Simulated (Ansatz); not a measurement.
Species: H2GeO, SMILES `[O]=[GeH2]` with one electron removed (charge 1, multiplicity 2).

Give a relaxed geometry from r2SCAN-D4/def2-TZVP (Ansatz, a first-principles code).

the end point of this relaxation (outside a Z-matrix the atoms follow the SMILES, hydrogens last).
Z-matrix (Å, degrees):
```
Ge
O 1 1.7205
H 1 1.5196 2 114.08
H 1 1.5196 3 131.83 2 180.00
```
